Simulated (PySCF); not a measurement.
Task: Give a GFN2-xTB geometry of `CCO[Si@H](C#N)[SiH2][SiH3]`.

Result: 
```
atom  x, y, z in Å
C1    -2.508   -1.071    1.055
C2    -1.985   -0.547   -0.272
O3    -0.774    0.128   -0.066
Si4    0.102    1.041   -1.081
C5     0.508    0.034   -2.616
N6     0.784   -0.619   -3.518
Si7    1.939    1.428    0.251
Si8    2.480   -0.224    1.790
H9    -3.442   -1.605    0.899
H10   -2.681   -0.244    1.739
H11   -1.782   -1.746    1.502
H12   -1.813   -1.373   -0.973
H13   -2.712    0.136   -0.727
H14   -0.732    2.096   -1.687
H15    1.733    2.728    0.917
H16    3.056    1.708   -0.667
H17    3.614   -1.044    1.352
H18    2.845    0.324    3.101
H19    1.360   -1.139    2.023
```

Any rigid rotation of these coordinates is as good. Atoms count from 1 in this order. Si4 (oxygen-bound silicon) is distorted tetrahedral (angles from 99.4° to 124.7°). Si8 (SiH3 silicon) is tetrahedral (angles from 106.3° to 112.6°). Si7 (SiH2 silicon) is distorted tetrahedral (angles from 102.7° to 116.7°).

Bonds between heavy atoms (Å): C1–C2 1.520, C2–O3 1.401, O3–Si4 1.622, Si4–C5 1.880, C5≡N6 1.147, Si4–Si7 2.302, Si7–Si8 2.322.

The geometry is computed with GFN2-xTB (gas phase).

Point group: C1 (no symmetry element, even within 0.4 Å). Whether it is a minimum is left open (no frequencies). One conformer, not necessarily the lowest (C1–C2–O3–Si4 -171°, C2–O3–Si4–C5 -56°, O3–Si4–Si7–Si8 30°).
